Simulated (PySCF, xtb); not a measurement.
C₃H, SMILES [C][C][CH-] (connectivity only; charge and spin as stated), charge -1, multiplicity 1.

GFN2-xTB in xtb at its own geometry gives an orbital gap of 0.80 eV.

Coordinates come from a PBE0-D3(BJ)/def2-TZVPD optimisation.

Question: What does PBE/def2-TZVPD run with PySCF give? (The exact figures need the calculation; the answer reports its results.)

Answer: gap 0.65 eV (levels 0.97 and 1.61 eV).
